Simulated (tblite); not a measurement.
Computed with GFN2-xTB (tblite): harmonic, unscaled wavenumbers at the GFN2-xTB geometry, gas phase. Against measured fundamentals such values can be off by several per cent, at times by over 20. Modes of hydrogen on silicon can be 10 to 20 % off. One conformer each. Thermal functions are those of the rigid rotor and harmonic oscillator, without mixing of conformers.

Task: Order these by their zero-point energy, highest first (kJ/mol).
A. `CC(C)n1cc(Cl)pc1Cl`
B. `COC1=C2C=CC=CC2=CS1`
C. `FC(F)C1=CC=C[N-]1`
D. `CC(=O)[P@]1(=O)C(C)=C1[SiH3]`
E. `Cc1nn(C2CCC2)cp1`
F. `CC/C=C(\C(=O)F)C(C)C`

Result: F (505.2), E (450.1), B (371.2), A (341.1), D (318.6), C (207.0).

```tsv
SMILES	atoms	mass (u)	symmetry number	modes under 300 cm⁻¹	ZPE (kJ/mol)	S translation (J/(mol K))	S rotation	S vibration	S	Cp
CC/C=C(\C(=O)F)C(C)C	23	144.10	1	10	505.2	162.5	121.2	105.0	388.7	141.2
Cc1nn(C2CCC2)cp1	21	154.07	1	7	450.1	163.4	120.5	89.1	373.0	114.9
COc1scc2ccccc12	19	164.03	1	6	371.2	164.2	121.7	61.5	347.3	117.3
CC(C)n1cc(Cl)pc1Cl	18	194.98	1	9	341.1	166.3	126.1	92.3	384.6	134.4
CC(=O)[P@]1(=O)C(C)=C1[SiH3]	18	160.01	1	11	318.6	163.9	121.9	132.8	418.5	152.6
FC(F)c1ccc[n-]1	12	116.03	1	3	207.0	159.8	112.2	37.9	309.9	78.9
```

Entropies and Cp are for 200 K and 1 bar.
